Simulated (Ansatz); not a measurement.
Reaction: CH4BS (SMILES CB[S], doublet) → CH4BS (SMILES [BH]SC, doublet)
Each species at its own B3LYP-D3(BJ)/def2-TZVP minimum (Ansatz, a program for electronic structure).

Total energies in hartree (Ansatz). Open shells are spin-unrestricted; no spin-orbit coupling. Correlated methods leave the cores frozen. No relativity.

```csv
species,HF/cc-pV(T+d)Z,CCSD(T)/cc-pV(T+d)Z,HF/cc-pV(Q+d)Z,CCSD(T)/cc-pV(Q+d)Z,CCSD(T)/cc-pV(D+d)Z,CCSDT(Q)/cc-pV(D+d)Z
"1: CH4BS (SMILES B([S])C, doublet)",-462.46360,-462.95202,-462.47096,-462.98682,-462.82840,-462.83045
"2: CH4BS (SMILES S(C)[BH], doublet)",-462.40689,-462.89942,-462.41436,-462.93550,-462.77385,-462.77599
```

### Question
Work out the isomerisation energy (electronic) in kJ/mol: take Hartree-Fock from cc-pV(Q+d)Z, extrapolate the CCSD(T) correlation energy as X^-3 (X = 3, 4), and add CCSDT(Q) - CCSD(T) in cc-pV(D+d)Z. 1 hartree = 2625.5 kJ/mol.

### Answer

Species 1: correlation (64·(-0.51586) - 27·(-0.48842))/37 = -0.53588; step -0.00205; E1 = -462.47096 + (-0.53588) + (-0.00205) = -463.00889
Species 2: correlation (64·(-0.52114) - 27·(-0.49253))/37 = -0.54202; step -0.00214; E2 = -462.41436 + (-0.54202) + (-0.00214) = -462.95852
-1·E1 +1·E2 = 0.05037 hartree = 132.2 kJ/mol.
